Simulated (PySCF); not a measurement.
Radial density of Bi (bismuth, neutral)

B3LYP, [Xe] 4f14 5d10 6s2 6p3, high-spin 4S determinant. All numbers are calculated (PySCF 2.14, the spin-free X2C one-electron Hamiltonian (Gaussian nucleus), in aug-cc-pwCVTZ-DK3 with one added diffuse shell each of s, d, f type (12s10p9d6f1g, 138 functions)).

```json
{"r (bohr)": "0.0150", "4πr²ρ (e/bohr)": "108.4", "4πr²(ρα − ρβ)": "0.0096"}
{"r (bohr)": "0.0252", "4πr²ρ (e/bohr)": "108.6", "4πr²(ρα − ρβ)": "0.0224"}
{"r (bohr)": "0.0424", "4πr²ρ (e/bohr)": "154.4", "4πr²(ρα − ρβ)": "0.0186"}
{"r (bohr)": "0.0714", "4πr²ρ (e/bohr)": "131.6", "4πr²(ρα − ρβ)": "-0.0065"}
{"r (bohr)": "0.120", "4πr²ρ (e/bohr)": "143.5", "4πr²(ρα − ρβ)": "0.0395"}
{"r (bohr)": "0.202", "4πr²ρ (e/bohr)": "99.15", "4πr²(ρα − ρβ)": "-0.0014"}
{"r (bohr)": "0.340", "4πr²ρ (e/bohr)": "100.3", "4πr²(ρα − ρβ)": "0.0698"}
{"r (bohr)": "0.571", "4πr²ρ (e/bohr)": "43.19", "4πr²(ρα − ρβ)": "0.0858"}
{"r (bohr)": "0.961", "4πr²ρ (e/bohr)": "23.23", "4πr²(ρα − ρβ)": "0.0282"}
{"r (bohr)": "1.62", "4πr²ρ (e/bohr)": "7.175", "4πr²(ρα − ρβ)": "0.5297"}
{"r (bohr)": "2.72", "4πr²ρ (e/bohr)": "2.126", "4πr²(ρα − ρβ)": "1.2303"}
{"r (bohr)": "4.57", "4πr²ρ (e/bohr)": "0.3410", "4πr²(ρα − ρβ)": "0.3062"}
{"r (bohr)": "7.69", "4πr²ρ (e/bohr)": "0.009506", "4πr²(ρα − ρβ)": "0.0094"}
```

Densities and radii are taken from the X2C orbitals without a picture-change correction, which distorts them close to the nucleus.

Spin-orbit coupling, which splits the p, d and f shells strongly at this Z, is absent. Spin-orbit coupling is strong in this species (close to jj coupling), so the high-spin LS determinant is a model state, not a physical level.

Q: Where is the radial spin density 4πr²(ρα − ρβ) most negative, and why is it negative at all?

A: Around r = 0.0714 bohr, down to -0.0065 e/bohr: exchange with the open shell polarises the paired shells in an unrestricted calculation.
